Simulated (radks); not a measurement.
The numbers below are computed, except where a source is named.
How relativity changes the ionisation of the dysprosium ion Dy3+ ([Xe] 4f9) to Dy4+ ([Xe] 4f8). Spin-unpolarised spherical Kohn-Sham, BLYP, point nucleus unless stated (finite: rms radius 5.2218 fm), a radial shooting solver on a logarithmic mesh with Libxc functionals. A level marked "c x" has the speed of light scaled by that factor and shares open shells by 2j + 1; other Dirac levels either fill j = l - 1/2 first or share by 2j + 1.

level,E(Dy3+) (hartree),E(Dy4+) (hartree),IE (eV),HOMO,<r> HOMO (bohr)
non-rel.,-11643.6954,-11641.8837,49.299,4f,0.7737
scalar-rel.,-12156.4987,-12154.8633,44.501,4f,0.8065
"scalar-rel., finite nucleus",-12155.4187,-12153.7833,44.503,4f,0.8064
"Dirac, 2j+1 shares",-12167.4817,-12165.8504,44.391,4f7/2,0.8123
"Dirac, low j first",-12167.5562,-12165.9461,43.813,4f7/2,0.8138
"Dirac, 2j+1 shares, finite nucleus",-12166.3947,-12164.7633,44.393,4f7/2,0.8123
"Dirac, c x 0.75",-12686.3120,-12684.8178,40.662,4f7/2,0.8504
"Dirac, c x 0.85",-12408.1352,-12406.5720,42.537,4f7/2,0.8300
"Dirac, c x 1.5",-11860.9589,-11859.2278,47.106,4f7/2,0.7897

NIST Atomic Spectra Database: 41.2 eV (semi-empirical). The relativistic part of the total energy of Dy3+ is -522.7 hartree (Dirac, 2j+1 shares, finite nucleus), 4.5 % of the non-relativistic value. Spin polarisation and multiplet splitting of open shells are left out at every level.

Beside tabulated values, note that relativity, absent from the non-relativistic runs, is large for the heavy elements, and spin-unpolarised runs miss the spin-polarisation part of the exchange energy of open shells. No tabulated value is given for the 4+ ions of Nd, Pm and Eu to Yb, where it belongs to another shell than the one emptied here.
